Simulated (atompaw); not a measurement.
# Sn: one change to a PAW (atompaw) potential, before and after

tin, PAW, made with atompaw 4.2.0.5 (PBEsol, scalar-relativistic). Core [Ar] 3d10 4s2, reference 4p6 4d10 5s2 5p0 (charge +2). Waves: 5s (bound): rc 2.10 bohr; 5s channel at 0.05 Ry: rc 2.10 bohr; 4p (bound): rc 1.30 bohr; 5p (bound, empty): rc 2.10 bohr; 4d (bound): rc 1.70 bohr; 4d channel at 0.9 Ry: rc 2.10 bohr. Local part: bessel scheme, radius 1.85 bohr. Core correction: smooth core density matched at 1.35 bohr. Augmentation charge: sinc compensation charge, radius 1.85 bohr; PAW radius 2.10 bohr; waves and projectors: custom rrkj gramschmidtortho.

Change: wave 4p (bound): rc 1.30 bohr becomes 4p (bound): rc 1.82 bohr.

Cutoffs: the cutoffs (Ry, on a coarse ladder) from which the occupation-weighted sum of valence levels, in a spherical-Bessel basis at the reference potential, stays within 10 and 1 mRy of its value at 400 Ry; they do not see the model core or the augmentation charge, which bear on the density cutoff.

**Question.** What does the change do?

**Answer.** The potential gets softer (70 Ry and 100 Ry → 50 Ry and 90 Ry); neither file shows a bound ghost.

| quantity | base | changed |
| --- | --- | --- |
| cutoff, loose | 70 Ry | 50 Ry |
| cutoff, tight | 100 Ry | 90 Ry |
| loose cutoff by channel (10 mRy a level) | s 6 Ry, p 45 Ry, d 35 Ry | s 6 Ry, p 21 Ry, d 35 Ry |
| bound ghosts | none | none |
| s: phases at 2.11 bohr within 0.05 rad from the reference energy up to (Ry; the scan ends near 5) | 4.7 | 4.7 |
| p: phases at 2.11 bohr within 0.05 rad from the reference energy up to (Ry; the scan ends near 5) | to the end of the scan | to the end of the scan |
| d: phases at 2.11 bohr within 0.05 rad from the reference energy up to (Ry; the scan ends near 5) | to the end of the scan | to the end of the scan |
| lowest overlap eigenvalue by channel | s 0.42, p 0.51, d 0.67 | s 0.42, p 0.67, d 0.67 |

 The cutoffs see the waves, projectors and local potential, not the compensation charge or the core.
